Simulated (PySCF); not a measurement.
Gold: a sound run and one with changed settings

Sound run: Au [Xe] 4f14 5d10 6s1, Au⁺ [Xe] 4f14 5d10. Calculation: PySCF 2.14, in def2-TZVP with the def2 core potential (60 electrons) (6s4p3d1f, 40 functions); scalar relativity through the core potential. In the sound run the correlated levels freeze 5s2 5p6 outside the core potential. The sound run starts from symmetry-adapted Hartree-Fock orbitals and uses a fine grid where one is needed.

Changed run: initial guess atom, at most 50 SCF cycles, level shift 0.1 hartree.

```csv
species,method,sound run (hartree),changed run (hartree),converged
Au,UHF,-134.78982,-134.78982,yes
Au,MN15,-135.47974,-135.47974,yes
Au,M06-L,-135.78767,-135.78767,yes
Au,MP2,-135.06884,-135.05401,yes
Au,CCSD(T),-135.05902,-135.05902,yes
Au⁺,UHF,-134.50745,-134.50745,yes
Au⁺,MN15,-135.13076,-135.13076,yes
Au⁺,M06-L,-135.46114,-135.46114,yes
Au⁺,MP2,-134.74266,-134.73116,yes
Au⁺,CCSD(T),-134.73782,-134.73782,yes
```

Ionisation energy of Au:

| method | sound run (eV) | changed run (eV) |
| --- | --- | --- |
| UHF | 7.684 | 7.684 |
| MN15 | 9.496 | 9.496 |
| M06-L | 8.885 | 8.885 |
| MP2 | 8.876 | 8.785 |
| SCS-MP2 | 8.717 | 8.638 |
| CCSD | 8.712 | 8.712 |
| CCSD(T) | 8.740 | 8.740 |

A level shift leaves the converged SCF energy unchanged but raises the virtual orbital energies, which shrinks MP2 if it is not removed.

For comparison, NIST gives 9.226 eV between the lowest levels.
